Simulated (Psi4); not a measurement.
diethyl sulfide (C4H10S), singlet, geometry from GFN2-xTB; Psi4 with PBE0/6-311++G**.

The Psi4 input:
```
memory 2 GB

molecule mol {
0 1
  C     2.560674   -0.007758   -0.238388
  C     1.106354    0.249564   -0.581266
  S     0.038049   -0.224781    0.829016
  C    -1.553893    0.475589    0.276743
  C    -2.192962   -0.315920   -0.848776
  H     2.850209    0.567661    0.637580
  H     3.196552    0.277998   -1.074003
  H     2.716776   -1.061996   -0.022780
  H     0.930353    1.308383   -0.777189
  H     0.803100   -0.338536   -1.448012
  H    -1.375110    1.512437   -0.011201
  H    -2.182656    0.457998    1.166380
  H    -2.314895   -1.355578   -0.554183
  H    -1.582153   -0.278953   -1.748084
  H    -3.171995    0.098226   -1.082633
}

set basis 6-311++g**
set reference rks

energy('pbe0')
print_variables()
```

Output, abridged:

```
   => Loading Basis Set <=

    Name: 6-311++G**
    Role: ORBITAL
    Keyword: BASIS

         ---------------------------------------------------------
                                   SCF
               by Justin Turney, Rob Parrish, Andy Simmonett
                          and Daniel G. A. Smith
                              RKS Reference
         ---------------------------------------------------------

  ==> Geometry <==

    Molecular point group: c1
    Full point group: C1

    Geometry (in Angstrom), charge = 0, multiplicity = 1:

       Center              X                  Y                   Z               Mass
    ------------   -----------------  -----------------  -----------------  -----------------
         C            2.559255387649     0.005257842586    -0.292274941096    12.000000000000
         C            1.104935387649     0.262579842586    -0.635152941096    12.000000000000
         S            0.036630387649    -0.211765157414     0.775129058904    31.972071174400
         C           -1.555311612351     0.488604842586     0.222856058904    12.000000000000
         C           -2.194380612351    -0.302904157414    -0.902662941096    12.000000000000
         H            2.848790387649     0.580676842586     0.583693058904     1.007825032230
         H            3.195133387649     0.291013842586    -1.127889941096     1.007825032230
         H            2.715357387649    -1.048980157414    -0.076666941096     1.007825032230
         H            0.928934387649     1.321398842586    -0.831075941096     1.007825032230
         H            0.801681387649    -0.325520157414    -1.501898941096     1.007825032230
         H           -1.376528612351     1.525452842586    -0.065087941096     1.007825032230
         H           -2.184074612351     0.471013842586     1.112493058904     1.007825032230
         H           -2.316313612351    -1.342562157414    -0.608069941096     1.007825032230
         H           -1.583571612351    -0.265937157414    -1.801970941096     1.007825032230
         H           -3.173413612351     0.111241842586    -1.136519941096     1.007825032230

  Running in c1 symmetry.

  Rotational constants: A =      0.28005  B =      0.06840  C =      0.06049 [cm^-1]
  Rotational constants: A =   8395.69937  B =   2050.71133  C =   1813.37376 [MHz]
  Nuclear repulsion =  236.155209571526655

  Charge       = 0
  Multiplicity = 1
  Electrons    = 50
  Nalpha       = 25
  Nbeta        = 25

  ==> Algorithm <==

  SCF Algorithm Type is DF.
  DIIS enabled.
  MOM disabled.
  Fractional occupation disabled.
  Guess Type is SAD.
  Energy threshold   = 1.00e-06
  Density threshold  = 1.00e-06
  Integral threshold = 1.00e-12

  ==> Primary Basis <==

  Basis Set: 6-311++G**
    Blend: 6-311++G**
    Number of shells: 104
    Number of basis functions: 188
    Number of Cartesian functions: 193
    Spherical Harmonics?: true
    Max angular momentum: 2

  ==> DFT Potential <==

   => LibXC <=

    Version 7.1.2
    S. Lehtola, C. Steigemann, M. J. T. Oliveira, and M. A. L. Marques,  SoftwareX 7, 1–5 (2018) (10.1016/j.softx.2017.11.002)

   => Composite Functional: PBE0 <=

    PBE0 Hyb-GGA Exchange-Correlation Functional

    C. Adamo and V. Barone,  J. Chem. Phys. 110, 6158 (1999) (10.1063/1.478522)
    M. Ernzerhof and G. E. Scuseria,  J. Chem. Phys. 110, 5029 (1999) (10.1063/1.478401)

    Deriv               =              1
    GGA                 =           TRUE
    Meta                =          FALSE

    Exchange Hybrid     =           TRUE
    MP2 Hybrid          =          FALSE

   => Exchange Functionals <=

    0.7500   Perdew, Burke & Ernzerhof

   => Exact (HF) Exchange <=

    0.2500               HF

   => Correlation Functionals <=

    1.0000   Perdew, Burke & Ernzerhof

   => LibXC Density Thresholds  <==

    XC_HYB_GGA_XC_PBEH:  1.00E-15

   => Molecular Quadrature <=

    Radial Scheme          =       TREUTLER
    Pruning Scheme         =           NONE
[...]
  Using in-core AOs.

  ==> MemDFJK: Density-Fitted J/K Matrices <==

    J tasked:                   Yes
    K tasked:                   Yes
    wK tasked:                   No
    Algorithm:                 Core
    Schwarz Cutoff:           1E-12
    Mask sparsity (%):       5.4946
    Fitting Condition:        1E-10

   => Auxiliary Basis Set <=

  Basis Set: (6-311++G** AUX)
    Blend: AUG-CC-PVTZ-JKFIT
    Number of shells: 302
    Number of basis functions: 1022
    Number of Cartesian functions: 1254
    Spherical Harmonics?: true
    Max angular momentum: 4

  Minimum eigenvalue in the overlap matrix is 3.6969468951E-05.
  Reciprocal condition number of the overlap matrix is 2.4753216859E-06.
    Using symmetric orthogonalization.

  ==> Pre-Iterations <==

  SCF Guess: Superposition of Atomic Densities via on-the-fly atomic UHF (no occupation information).

   -------------------------
    Irrep   Nso     Nmo
   -------------------------
     A        188     188
   -------------------------
    Total     188     188
   -------------------------

  ==> Iterations <==

                           Total Energy        Delta E     RMS |[F,P]|

   @DF-RKS iter SAD:  -555.64505098749328   -5.55645e+02   0.00000e+00
   @DF-RKS iter   1:  -555.73006388719148   -8.50129e-02   6.00133e-03 DIIS/ADIIS
   @DF-RKS iter   2:  -555.43491091174610    2.95153e-01   6.78408e-03 DIIS/ADIIS
   @DF-RKS iter   3:  -556.34344276687523   -9.08532e-01   7.18804e-04 DIIS/ADIIS
   @DF-RKS iter   4:  -556.34979103382329   -6.34827e-03   3.00949e-04 DIIS/ADIIS
   @DF-RKS iter   5:  -556.35124472742518   -1.45369e-03   7.10552e-05 DIIS
   @DF-RKS iter   6:  -556.35132737710603   -8.26497e-05   9.35114e-06 DIIS
   @DF-RKS iter   7:  -556.35132885052872   -1.47342e-06   3.28551e-06 DIIS
   @DF-RKS iter   8:  -556.35132904855516   -1.98026e-07   1.04515e-06 DIIS
   @DF-RKS iter   9:  -556.35132906793569   -1.93805e-08   2.45986e-07 DIIS
  Energy and wave function converged.

  ==> Post-Iterations <==

   Electrons on quadrature grid:
      Ntotal   =   49.9999791077 ; deviation = -2.089e-05

    Orbital Energies [Eh]
    ---------------------

    Doubly Occupied:

[...]
      25A     -0.228528

    Virtual:

[...]
     188A    189.344868

    Final Occupation by Irrep:
              A
    DOCC [    25 ]
    NA   [    25 ]
    NB   [    25 ]

  @DF-RKS Final Energy:  -556.35132906793569

   => Energetics <=

    Nuclear Repulsion Energy =            236.1552095715266546
    One-Electron Energy =               -1230.5985111634429359
    Two-Electron Energy =                 476.6044519438482325
    DFT Exchange-Correlation Energy =     -38.5124794198676597
    Empirical Dispersion Energy =           0.0000000000000000
    VV10 Nonlocal Energy =                  0.0000000000000000
    Total Energy =                       -556.3513290679355805

Computation Completed

Properties will be evaluated at   0.000000,   0.000000,   0.000000 [a0]

Properties computed using the SCF density matrix

 Multipole Moments:

 ------------------------------------------------------------------------------------
     Multipole            Electronic (a.u.)      Nuclear  (a.u.)        Total (a.u.)
 ------------------------------------------------------------------------------------

 L = 1.  Multiply by 2.5417464519 to convert [e a0] to [Debye]
 Dipole X            :         -0.0026524           -0.1340338           -0.1366861
 Dipole Y            :         -0.8989064            1.2298076            0.3309011
 Dipole Z            :          4.4935069           -5.0915610           -0.5980541
 Magnitude           :                                                    0.6970275

 ------------------------------------------------------------------------------------

  Variable Map:
  ----------------------------------------------------------------------------
[...]
  Array Variable Map:
  ----------------------------------------------------------------------------
[...]
[...]
```
